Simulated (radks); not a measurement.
Question: The mean radii <r> (bohr) of the occupied orbitals of an atom or ion are listed with their occupations. All-electron calculation, Dirac Kohn-Sham, PBE, spin-unpolarised, spherical densities, point nucleus. Program: a radial shooting solver on a logarithmic mesh with Libxc functionals.

| orbital | occ. | <r> |
|---|---|---|
| 1s1/2 | 2 | 0.03040 |
| 2s1/2 | 2 | 0.1313 |
| 2p1/2 | 2 | 0.1112 |
| 2p3/2 | 4 | 0.1164 |
| 3s1/2 | 2 | 0.3575 |
| 3p1/2 | 2 | 0.3488 |
| 3p3/2 | 4 | 0.3597 |
| 3d3/2 | 4 | 0.3315 |
| 3d5/2 | 6 | 0.3350 |
| 4s1/2 | 2 | 0.8458 |
| 4p1/2 | 2 | 0.8850 |
| 4p3/2 | 4 | 0.9082 |
| 4d3/2 | 1.6 | 1.016 |
| 4d5/2 | 2.4 | 1.024 |

Name the element and its charge. Open shells, if any, are shared by 2j + 1.

Answer: Z = 48, cadmium, charge +8: Cd8+ in [Kr] 4d4. The 1s radius gives Z: for a bare nucleus <r> = (2 gamma + 1)/(2Z) with gamma = sqrt(1 - (Z/c)^2), 0.02993 bohr for Z = 48, and screening makes it slightly larger (0.03040 here). The occupations add up to 40, and the charge is Z minus that.
